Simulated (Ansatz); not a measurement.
Ansatz (a first-principles code) input (PBE0/def2-QZVPP):
A basis named .json is the Basis Set Exchange file of that set.

Ansatz 0.2 input:
```yaml
crystal:
  periodic: [false, false, false]
  atoms:
    - {symbol: B, position_ang: [-0.67550948, 0.14887937, -0.00613855]}
    - {symbol: N, position_ang: [0.63011679, -0.09718899, 0.00592163]}
    - {symbol: H, position_ang: [-1.44672840, -0.78084810, -0.01830614]}
    - {symbol: H, position_ang: [-1.10635803, 1.26961877, -0.00524130]}
    - {symbol: H, position_ang: [1.51981634, -0.55284460, 0.01278881]}
basis:
  gaussian:
    orbitals: def2-QZVPP.json
hamiltonian:
  xc: {name: PBE0}
magnetization: {spin_polarized: true, initial_magnetization: 1}
```

End of the output:

```
integrals: 0.05 GiB planned
562 factors; their error is unknown
mean field: 0.87 GiB planned
mean field evaluation 1: about -2206.6109 eV, gradient 3.5e1 eV
mean field evaluation 2: about -2198.3241 eV, gradient 5.2e1 eV
mean field evaluation 4: about -2211.7364 eV, gradient 3.1e0 eV
mean field evaluation 8: about -2211.7979 eV, gradient 3.7e-2 eV
mean field evaluation 16: about -2211.7986 eV, gradient 2.0e-4 eV
mean field -2211.79863084 eV, -81.2821004725 hartree, gradient 6.3e-5 eV, S^2 0.758911; 0 other end points of the search recorded, 0 dependent functions left out
reference -2211.79866019 eV, -81.2821015509 hartree; 8, 7 occupied and 196, 197 virtual orbitals, 562 factors
Total energy: -2211.79866019 eV, -81.2821015509 hartree
```

It need not be the lowest isomer of its formula.
